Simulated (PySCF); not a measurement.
Ge(H)(F)2(OMe) (CH₄F₂GeO), SMILES C[O][GeH]([F])[F]. The structure is a stationary point at B3LYP-D3(BJ)/def2-SVP. The structure was generated by enumeration, and PubChem lists no compound with its InChIKey, so it may never have been made. Other conformers were not sampled.

Computed equilibrium geometry at B3LYP-D3(BJ)/def2-SVP (PySCF confirms it by a frequency run) as a Z-matrix, and its point group (one conformer of several):
point group Cs.
```
O
C 1 1.4229
H 2 1.1000 1 107.63
H 2 1.1036 3 108.63 1 -120.97
H 2 1.1036 3 108.63 4 -118.07
Ge 1 1.7481 2 121.65 3 -180.00
F 6 1.7339 1 109.04 2 56.17
F 6 1.7339 7 103.48 1 115.96
H 6 1.5195 7 111.78 8 120.44
```
Charge 0, spin multiplicity 1.
